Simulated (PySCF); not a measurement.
CH₃NO, charge -1, doublet, at a GFN2-xTB geometry (a state made from the parent by changing its charge; the spin is typed, not shown lowest) (in this run its highest filled SCF level lies above zero, so its values depend strongly on the basis, on diffuse functions most of all); B3LYP/6-311G** (PySCF).

PySCF was given this input:
```python
from pyscf import gto, scf, dft

mol = gto.Mole()
mol.atom = '''
N 
C  1 1.483567
O  2 1.302856 1 119.983179
H  1 1.035082 2 110.883172 3 -76.564134
H  1 1.020858 4 104.695105 2 -113.039218
H  2 1.120674 3 118.686480 1 -136.355720
'''
mol.basis = '6-311g**'
mol.charge = -1
mol.spin = 1
mol.verbose = 3
mol.build()

mf = dft.UKS(mol)
mf.xc = 'b3lyp'
mf.kernel()
mf.analyze()
```

**Question.** Write the output that PySCF gives for this input, abridged.

**Answer.** 
```
converged SCF energy = -169.868797017636  <S^2> = 0.75370986  2S+1 = 2.0037064
**** MO energy ****
                             alpha | beta                alpha | beta
MO #1   energy= -18.7969193471943  | -18.7874888307311  occ= 1 | 1
MO #2   energy= -14.0664682557797  | -14.0660101723869  occ= 1 | 1
MO #3   energy= -9.95951251890804  | -9.94983320248411  occ= 1 | 1
MO #4   energy= -0.716117551431378 | -0.699671299432833 occ= 1 | 1
MO #5   energy= -0.620530667200285 | -0.614399454601838 occ= 1 | 1
MO #6   energy= -0.343564345800601 | -0.325250362570316 occ= 1 | 1
MO #7   energy= -0.259458537133476 | -0.252019465482988 occ= 1 | 1
MO #8   energy= -0.180810430225723 | -0.173845788531466 occ= 1 | 1
MO #9   energy= -0.148983666920259 | -0.137953205879107 occ= 1 | 1
MO #10  energy= -0.104829572774797 | -0.0701135221078921 occ= 1 | 1
MO #11  energy= -0.0350943838998425 | -0.0101835707576043 occ= 1 | 1
MO #12  energy= 0.0180403273101497 | 0.0254764178213485 occ= 1 | 1
MO #13  energy= 0.123062297014709  | 0.23003129063073   occ= 1 | 0
MO #14  energy= 0.238270741802264  | 0.263846550586273  occ= 0 | 0
MO #15  energy= 0.270795203508474  | 0.273757344686618  occ= 0 | 0
MO #16  energy= 0.303111106718177  | 0.309696274761571  occ= 0 | 0
MO #17  energy= 0.472753466352344  | 0.480050566610025  occ= 0 | 0
MO #18  energy= 0.501410644192784  | 0.515388151689834  occ= 0 | 0
MO #19  energy= 0.573219311247388  | 0.581006619711119  occ= 0 | 0
MO #20  energy= 0.577439337248911  | 0.582819079070461  occ= 0 | 0
MO #21  energy= 0.647715902916332  | 0.668784504499545  occ= 0 | 0

To work with the spin densities directly, `use mulliken_meta_spin()` only printing them here.

 ** Mulliken spin pop alpha/beta on meta-lowdin orthogonal AOs **
 ** Mulliken Spin Density (per atom)  **
spin density of  0 N =     -0.00012
spin density of  1 C =      0.58691
spin density of  2 O =      0.31466
spin density of  3 H =      0.09110
spin density of  4 H =      0.00045
spin density of  5 H =      0.00701
 ** Mulliken pop alpha/beta on meta-lowdin orthogonal AOs **
 ** Mulliken atomic charges   ( Nelec_alpha | Nelec_beta ) **
charge of  0N =     -0.54414  (     3.77201      3.77213 )
charge of  1C =     -0.02763  (     3.30727      2.72036 )
charge of  2O =     -0.67141  (     4.49304      4.17838 )
charge of  3H =      0.10283  (     0.49413      0.40303 )
charge of  4H =      0.15792  (     0.42126      0.42082 )
charge of  5H =     -0.01757  (     0.51229      0.50528 )

WARN: System has nonzero charge -1; the dipole moment is origin-dependent.
Location of origin: [0. 0. 0.]

Dipole moment(X, Y, Z, Debye): -7.36522, -0.56908, -1.78515
```
